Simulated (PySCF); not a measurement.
Mean harmonic wavenumber (cm⁻¹) of eight silicon and germanium compounds: PBE-D3(BJ) beside B3LYP-D3(BJ), computed with PySCF for isolated molecules in the bases named; differences from unrounded values. The eight are the first of their class met in an unordered collection, after screening for sound electronic states; none was chosen by its value. Each level has its own optimised geometry.

```csv
molecule,basis,B3LYP-D3(BJ)
"C2H5FO2Si, SMILES O=CC[Si@H](O)F",def2-SVP,1195
"C2H7NOSi2, SMILES CC1=N[SiH2]O[SiH2]1",def2-SVP,1171
"CH5FO2Si2, SMILES F[Si@H]1OC[SiH2]O1",def2-SVP,1088
"C3H8O2Si, SMILES C/C=C/O[SiH2]O",def2-SVP,1299
"C3H9NSi2, SMILES C#C[C@H](N)[SiH2][SiH3]",def2-SVP,1187
"C2H9NOSi2, SMILES C=CO[SiH2]N[SiH3]",def2-SVP,1195
"C2H4FNOSi, SMILES O=C/N=C/[SiH2]F",def2-SVP,1096
"C3H8Si2, SMILES C=C1C[SiH2][SiH2]1",def2-SVP,1235
```

### Question
Estimate the PBE-D3(BJ) values and say how PBE-D3(BJ) differs from B3LYP-D3(BJ) over the set. (An estimate is asked for; the answer gives what the named calculation found.)

### Answer

```json
[
 {"molecule": "C2H5FO2Si, SMILES O=CC[Si@H](O)F", "PBE-D3(BJ)": "1161", "difference": "-34"},
 {"molecule": "C2H7NOSi2, SMILES CC1=N[SiH2]O[SiH2]1", "PBE-D3(BJ)": "1134", "difference": "-38"},
 {"molecule": "CH5FO2Si2, SMILES F[Si@H]1OC[SiH2]O1", "PBE-D3(BJ)": "1052", "difference": "-36"},
 {"molecule": "C3H8O2Si, SMILES C/C=C/O[SiH2]O", "PBE-D3(BJ)": "1263", "difference": "-36"},
 {"molecule": "C3H9NSi2, SMILES C#C[C@H](N)[SiH2][SiH3]", "PBE-D3(BJ)": "1150", "difference": "-37"},
 {"molecule": "C2H9NOSi2, SMILES C=CO[SiH2]N[SiH3]", "PBE-D3(BJ)": "1159", "difference": "-37"},
 {"molecule": "C2H4FNOSi, SMILES O=C/N=C/[SiH2]F", "PBE-D3(BJ)": "1056", "difference": "-40"},
 {"molecule": "C3H8Si2, SMILES C=C1C[SiH2][SiH2]1", "PBE-D3(BJ)": "1199", "difference": "-36"}
]
```
PBE-D3(BJ) lies below B3LYP-D3(BJ) in 8 and above it in 0 of the eight; the mean signed difference is -37 and the largest -40 cm⁻¹.
